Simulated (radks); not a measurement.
Excited configurations of Pr I: one electron is placed in a higher orbital outside [Xe] 4f3 6s1. The ground configuration is [Xe] 4f3 6s2. Calculated with a radial shooting solver on a logarithmic mesh with Libxc functionals: scalar-relativistic Kohn-Sham, PBEsol, spin-polarised, spherical densities, point nucleus; open shells are filled with parallel spins first (spin-orbit coupling, left out, can overturn this in heavy ions). Excitation = E - E(ground); binding = E(ion) - E, where the ion is the core of charge +1; n* = 1/sqrt(2 binding) in atomic units, and the quantum defect is n - n*.

| outer orbital | excitation (eV) | binding (eV) | n* | quantum defect | <r> (bohr) |
|---|---|---|---|---|---|
| 5d | 0.859 | 4.539 | 1.731 | 3.269 | 3.522 |
| 5f | 4.431 | 0.967 | 3.751 | 1.249 | 16.32 |
| 6p | 1.670 | 3.729 | 1.910 | 4.090 | 5.663 |
| 6d | 3.858 | 1.540 | 2.972 | 3.028 | 11.19 |
| 6f | 4.714 | 0.685 | 4.457 | 1.543 | 27.50 |
| 7s | 3.246 | 2.152 | 2.514 | 4.486 | 10.27 |
| 7d | 4.429 | 0.969 | 3.747 | 3.253 | 20.80 |
| 7f | 4.891 | 0.508 | 5.177 | 1.823 | 40.65 |

The Delta-SCF ionisation energy is 5.398 eV (NIST Atomic Spectra Database: 5.470 eV, semi-empirical). Self-interaction in the functional shifts the binding energies and quantum defects, so they are the method's values and not measured ones. Open shells are spherical and high-spin; term and fine-structure splittings are not resolved. Spin-orbit splitting is averaged out at the scalar-relativistic level.
